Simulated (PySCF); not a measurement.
## Excited states of Ag⁺ (silver, charge +1)

Ground state [Kr] 4d10, ¹S. All numbers are calculated (PySCF 2.14, scalar relativity through the core potential, in aug-cc-pVDZ-PP with two added diffuse shells each of s, p, d, f type with ECP28MDF (7s7p6d4f, 86 functions)). Vertical excitation energies in eV without spin-orbit coupling; excited terms of each kind are numbered among those the solver found. Frozen: 4s2 4p6.

| term | leading excitation | EOM-EE-CCSD |
| --- | --- | --- |
| 1 3D | 4d → s | 5.234 |
| 1 1D | 4d → s | 5.754 |
| 1 3P° | 4d → p | 10.210 |
| 1 3F° | 4d → p | 10.511 |
| 1 1F° | 4d → p | 10.701 |
| 1 1D° | 4d → p | 10.991 |
| 1 3D° | 4d → p | 11.026 |
| 1 1P° | 4d → p | 11.110 |
| 2 3D | 4d → s | 15.339 |
| 2 1D | 4d → s | 15.411 |

The spin-orbit splitting of the hole, absent here, rivals or exceeds the spacing of these terms, so the LS terms are model states.

The solver can miss terms. Rydberg members are limited by the diffuse functions of the basis.
